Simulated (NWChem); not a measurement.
Molecule: SrClF; SMILES [F][Sr][Cl]

All runs: NWChem. The geometry was optimised at PBE0/def2-SVP (def2 core potentials past Kr). Static field.

Question: Among these, which level gives the lowest value of “isotropic polarisability (bohr³)”?
A. PBE/Sadlej pVTZ, non-relativistic
B. B3LYP/Sadlej pVTZ, non-relativistic
C. Hartree-Fock/Sadlej pVTZ, non-relativistic

Answer: C, Hartree-Fock/Sadlej pVTZ, non-relativistic. Values: Hartree-Fock/Sadlej pVTZ, non-relativistic 36.6; B3LYP/Sadlej pVTZ, non-relativistic 44.0; PBE/Sadlej pVTZ, non-relativistic 47.1
